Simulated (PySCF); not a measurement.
# N: excitation energy

N [He] 2s2 2p3 (4S) → N [He] 2s1 2p4, s spin flipped, as a difference of total energies. All numbers are calculated (PySCF 2.14, the spin-free X2C one-electron Hamiltonian (Gaussian nucleus), in aug-cc-pVDZ-DK). Correlated levels: valence: 1s2 frozen. The calculations carry no spin-orbit coupling.

```
           method  excitation energy (eV)
              UHF                  18.711
    MP2 (valence)                  16.905
SCS-MP2 (valence)                  16.571
```

**Question.** How much does correlation contribute at MP2 (valence)?

**Answer.** 16.905 − (18.711) = -1.806 eV, measured against UHF.

The upper determinant mixes two multiplicities, so it lies between the two terms.

The upper state lies above the first ionisation limit, where it may autoionise and the basis confines it.

The coupled-cluster amplitudes are large for the upper state (T1 above 0.03 or a double amplitude above 0.15), so a single reference is strained.
